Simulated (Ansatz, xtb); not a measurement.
Molecule: InF2 (charge +1, singlet). It need not be the lowest isomer of its formula. SMILES: [F][In+][F]
Coordinates optimised at B3LYP-D3(BJ)/def2-TZVP (Ansatz, an electronic-structure program):
```
In
F 1 1.8552
F 1 1.8552 2 180.00
```
Charge +1, spin multiplicity 1.

Harmonic wavenumbers from GFN2-xTB (xtb, at its own minimum), cm⁻¹: 73, 73, 259, 320.

### Question
Give the harmonic wavenumbers at B3LYP-D3(BJ)/def2-TZVP (Ansatz, finite differences of forces, unscaled).

### Answer
143, 143, 639, 763 cm⁻¹. Zero-point energy 2.4 kcal/mol.

### Question
From these and the geometry, give the ideal-gas thermochemistry at 298.15 K and 1 atm (rigid rotor, harmonic oscillator).

### Answer
Point group D∞h, rotational symmetry number 2. Rotational constants 3.864, 3.864 GHz. S(trans) 40.98, S(rot) 15.28, S(vib) 6.15, S(elec, spin only) 0.00, S 62.4 cal/(mol K). H(298) - H(0) 3.04 kcal/mol; G - E(el) -13.2 kcal/mol.
